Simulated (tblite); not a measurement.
Cl4V (SMILES [Cl][V]([Cl])([Cl])[Cl]), doublet, geometry from GFN2-xTB (such geometries of metal compounds can be far from the true shape); tblite 0.6.0 with GFN1-xTB with ALPB(water).

Here is a job for tblite.
```
$ tblite run mol.xyz --method gfn1 --charge 0 --spin 1 --alpb water --json tblite.json --no-restart

# file mol.xyz
5

V      0.00000000     0.00000000     0.00000000
Cl     1.68640898    -0.39049992    -1.07430154
Cl     0.63181644     0.30687967     1.91238648
Cl    -0.90946576     1.55036739    -0.95907361
Cl    -1.40875965    -1.46674714     0.12098867
```

### Question
Write the output that tblite gives for this input, abridged.

### Answer

```
xTB calculator
 | screened Coulomb repulsion
 | Coulomb electrostatics
 |  * isotropic Klopman-Ohno-Mataga-Nishimoto electrostatics
 |  * onsite third-order electrostatics
 | DFT-D3(BJ) dispersion correction
 | Interactions (3)
 | [1] alpb/gbsa reaction field model
 | [2] cds contribution to solvation
 | [3] empirical free energy shift and standard state/solvent correction

halogen bonding energy    0.0000000000000E+00 Eh
repulsion energy          3.8982303898783E-02 Eh
dispersion energy        -3.3767755529528E-03 Eh
interaction energy       -6.2736053675124E-04 Eh
number of electrons       3.3000000000000E+01 e
integral cutoff           3.8389275533346E+01 bohr

------------------------------------------------------------
  cycle        total energy    energy error   density error
------------------------------------------------------------
      1     -16.02076396816  -1.6055742E+01   7.9017046E-01
      2     -25.65471195169  -9.6339480E+00   2.5071935E+00
      3     -18.35627652662   7.2984354E+00   3.0279646E-01
      4     -18.44019703054  -8.3920504E-02   1.2636375E-01
      5     -18.47176376981  -3.1566739E-02   4.3388962E-02
      6     -18.47685835355  -5.0945837E-03   9.0386604E-03
      7     -18.47703116235  -1.7280880E-04   5.1964993E-03
      8     -18.47711012440  -7.8962052E-05   5.5908029E-04
      9     -18.47711024395  -1.1955795E-07   9.1885812E-05
     10     -18.47711024512  -1.1601173E-09   7.2635212E-06
------------------------------------------------------------

electronic energy        -1.8512088412924E+01 Eh
total energy             -1.8477110245115E+01 Eh

Post processing:
 | Mayer-Wiberg bond orders

[Info] JSON dump of results written to 'tblite.json'
```
